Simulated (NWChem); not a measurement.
Molecule: WS₂ClF; SMILES [F][W](=[S])(=[S])[Cl]

Program: NWChem. The geometry was optimised at PBE0/def2-SVP. def2 effective core potentials on W; no spin-orbit coupling. Level PBE/def2-SVP: energy and gradient on several grids; changes count from the extra-fine grid, which is no exact limit either.

### Question
Which is the coarsest grid (medium; coarse; fine; xfine; xcoarse) from which on the energy stays within 100 μHa and each gradient component within 200 μHa/bohr of xfine?

### Answer
medium.
```tsv
grid	size of the energy change (μHa)	largest change of a gradient component (μHa/bohr)
xcoarse	1000	3000
coarse	60	400
medium	< 10	30
fine	< 10	< 30
xfine	< 10	< 30
```
